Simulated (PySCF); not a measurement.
## Exercise with solution: chemical shift, span and skew from a shielding tensor

Si(F)(OH)2(OSiH3) (FH5O3Si2), SMILES O([Si](F)(O)O)[SiH3]. Atoms are numbered in the order given.

```xyz
11

O      0.9969    -1.4000    -0.1144
Si     0.7278     0.2166    -0.1040
O      1.6615     0.9107     1.0545
F      1.1216     0.8890    -1.5214
O     -0.8724     0.4372     0.1115
Si    -2.1792    -0.5828     0.3235
H      1.8990    -1.7137     0.0006
H      1.7528     1.8687     1.0442
H     -2.3318    -1.4762    -0.8574
H     -1.9942    -1.4048     1.5512
H     -3.3887     0.2691     0.4693
```

Geometry optimised at ωB97X-D3(BJ)/def2-SVP. Other conformers were not sampled.

GIAO shieldings from PySCF with B3LYP/pcSseg-1, non-relativistic, no solvent. The symmetric part of the tensor of Si6 has the principal values 336.1, 344.0, 450.0 ppm. The same nucleus in TMS has σ = 338.7 ppm at this level (PySCF, at its B3LYP-D3(BJ)/def2-TZVP geometry).

Work out the isotropic shielding, the ²⁹Si shift against TMS, the span and the skew.


σ(iso) = (σ11 + σ22 + σ33)/3 = 376.7 ppm. δ = σ(ref) − σ(iso) = 338.7 − (376.7) = -38.0 ppm.
Span Ω = σ33 − σ11 = 113.9 ppm. Skew κ = 3(σ(iso) − σ22)/Ω = 0.86. Tumbling in solution averages the tensor to δ; in a static solid the shielding alone would spread this spin-1/2 line over Ω.
